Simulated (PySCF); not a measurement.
Level of theory: TPSSh-D3(BJ)/def2-TZVP // PBE-D3(BJ)/def2-SVP (PySCF 2.14.0). Isolated molecules, 0 K electronic values unless said otherwise. One relaxed conformer stands for a flexible species; it need not be the lowest. 

Reference species: [W(OH)5(NH2)] (neutral, multiplicity 1).

The HOMO–LUMO gap is 4.11 eV. The coordination number is 6.

Changed species: [W(OH)6] (0 of 6 OH replaced by NH2; the reference has 1 of 6 OH replaced by NH2).

**Question.** What does the change do to the HOMO–LUMO gap and coordination number?

**Answer.** the HOMO–LUMO gap rises by 0.60 eV, to 4.71 eV; the coordination number hardly moves.
